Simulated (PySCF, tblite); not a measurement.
Species: C₇H₆F₂O.
SMILES with atom numbers: `[F:1][CH:2]([F:3])[C@:4]12[CH:5]=[CH:6][C@H:7]([CH:8]=[CH:9]1)[O:10]2` (hydrogens: H11 on C2; H12 on C5; H13 on C6; H14 on C7; H15 on C8; H16 on C9)

Computed with GFN2-xTB (tblite), gas phase: Langevin dynamics at 600 K from the optimised GFN2-xTB geometry, time step 0.5 fs, friction 0.01 fs⁻¹, 2000 steps. Over the second half of the run the saved frames average 643 K.

Frame at 250 fs, instantaneous temperature 410 K:
```
atom  x, y, z in Å
F1      2.435    0.703   -0.055
C2      1.594   -0.309    0.259
F3      2.014   -0.591    1.526
C4     -0.006   -0.049    0.196
C5     -0.743    0.894    1.111
C6     -1.895    1.021    0.452
C7     -1.775    0.218   -0.831
C8     -1.946   -1.187   -0.277
C9     -0.789   -1.411    0.336
O10    -0.420    0.317   -1.124
H11     1.769   -1.155   -0.442
H12    -0.390    1.236    2.091
H13    -2.569    1.814    0.782
H14    -2.329    0.711   -1.644
H15    -2.742   -1.936   -0.513
H16    -0.464   -2.199    1.122
```

Frame at 425 fs, instantaneous temperature 598 K:
```
atom  x, y, z in Å
F1      1.531    1.204    0.474
C2      1.047   -0.065    0.407
F3      1.557   -0.578    1.657
C4     -0.456   -0.199    0.542
C5     -1.237    0.717    1.513
C6     -2.482    0.773    1.064
C7     -2.420   -0.173   -0.111
C8     -2.222   -1.557    0.631
C9     -0.998   -1.648    1.105
O10    -1.135    0.013   -0.617
H11     1.571   -0.622   -0.336
H12    -0.702    1.217    2.259
H13    -3.296    1.052    1.560
H14    -3.026   -0.207   -0.937
H15    -2.933   -2.365    0.605
H16    -0.570   -2.537    1.329
```

Frame at 625 fs, instantaneous temperature 758 K:
```
atom  x, y, z in Å
F1      1.527    0.961    0.241
C2      1.017   -0.262    0.449
F3      1.857   -0.738    1.447
C4     -0.430   -0.216    0.700
C5     -1.164    1.003    1.452
C6     -2.448    0.848    1.075
C7     -2.413   -0.283    0.078
C8     -2.262   -1.576    0.976
C9     -0.990   -1.477    1.407
O10    -1.172   -0.261   -0.480
H11     1.117   -1.002   -0.280
H12    -0.787    1.916    1.893
H13    -3.316    1.413    1.337
H14    -3.110   -0.527   -0.667
H15    -3.083   -2.181    1.407
H16    -0.425   -1.829    2.265
```

Frame at 800 fs, instantaneous temperature 797 K:
```
atom  x, y, z in Å
F1      1.830    0.675    0.467
C2      1.192   -0.397    0.972
F3      1.948   -0.576    2.169
C4     -0.322   -0.210    1.246
C5     -0.909    0.722    2.296
C6     -2.154    0.914    1.946
C7     -2.305    0.093    0.742
C8     -2.311   -1.418    1.327
C9     -0.996   -1.546    1.585
O10    -1.045    0.142    0.030
H11     1.350   -1.185    0.306
H12    -0.249    0.832    3.087
H13    -3.075    1.319    2.349
H14    -3.086    0.052    0.028
H15    -3.245   -1.852    1.744
H16    -0.421   -2.262    2.053
```

Frame at 1000 fs, instantaneous temperature 670 K:
```
atom  x, y, z in Å
F1      1.865    1.264    0.997
C2      1.335    0.064    1.264
F3      1.903   -0.445    2.417
C4     -0.219    0.241    1.306
C5     -0.695    1.541    2.154
C6     -1.904    1.782    1.609
C7     -2.164    0.653    0.568
C8     -2.329   -0.653    1.229
C9     -1.191   -0.954    1.778
O10    -0.795    0.532    0.084
H11     1.554   -0.607    0.365
H12     0.059    2.135    2.652
H13    -2.479    2.558    1.991
H14    -2.967    0.801   -0.256
H15    -3.346   -1.133    1.269
H16    -0.935   -1.851    2.371
```

**Question.** What do single points at PBE0/pcSseg-1 (PySCF, gas phase) give on these frames?

**Answer.** 
```
t (fs)  GFN2-xTB E above start (eV)  DFT E above lowest frame (eV)  HOMO (eV)  LUMO (eV)  dipole (D)
   250                         0.97                           0.17      -6.79      -1.38        3.05
   425                         1.26                           0.58      -6.81      -1.09        2.85
   625                         1.06                           0.16      -6.90      -1.39        2.96
   800                         1.24                           0.54      -6.98      -1.61        3.49
  1000                         0.93                           0.00      -6.89      -0.98        2.54
```

The two levels order the frames alike by energy but for pairs within 0.08 eV at one level; measured from each level's lowest frame they differ by 0.25 eV at most. The HOMO–LUMO gap runs from 5.37 to 5.91 eV. These are instantaneous structures, not minima.

**Question.** And the isotropic GIAO shieldings (ppm) from the same runs?

**Answer.** 
```
atom  250 fs  425 fs  625 fs  800 fs  1000 fs   mean  range
  F1   307.3   298.3   311.7   306.9    311.0  307.0   13.4
  C2    60.1    57.7    65.9    58.6     61.0   60.7    8.2
  F3   309.6   267.7   307.8   291.6    308.5  297.0   41.9
  C4    81.5    81.3    85.9    84.9     81.1   82.9    4.8
  C5    25.0    24.9    24.9    43.2     15.0   26.6   28.2
  C6    20.6    44.0    24.4    45.3     26.2   32.1   24.7
  C7   104.9    99.7   103.9    94.1     94.0   99.3   10.9
  C8    31.6     6.4    13.8    -1.4     40.3   18.1   41.7
  C9     7.3    27.8    23.5    27.1     28.9   22.9   21.6
 O10   111.1   156.6   151.8   121.5     72.4  122.7   84.2
 H11    24.9    25.1    25.8    25.7     24.4   25.2    1.4
 H12    23.2    24.3    23.3    25.3     22.4   23.7    2.9
 H13    23.7    25.7    24.0    24.7     24.1   24.4    2.0
 H14    25.4    27.3    26.4    26.3     24.8   26.0    2.5
 H15    23.6    23.4    23.2    22.6     24.1   23.4    1.5
 H16    22.6    24.0    24.3    25.0     23.9   24.0    2.4
```

The cost below is that of the whole dynamics run. Time: 46 s of wall time; peak memory 0.18 GiB. Hardware: one thread, Intel Xeon at 2.50 GHz (x86_64) (shared host).
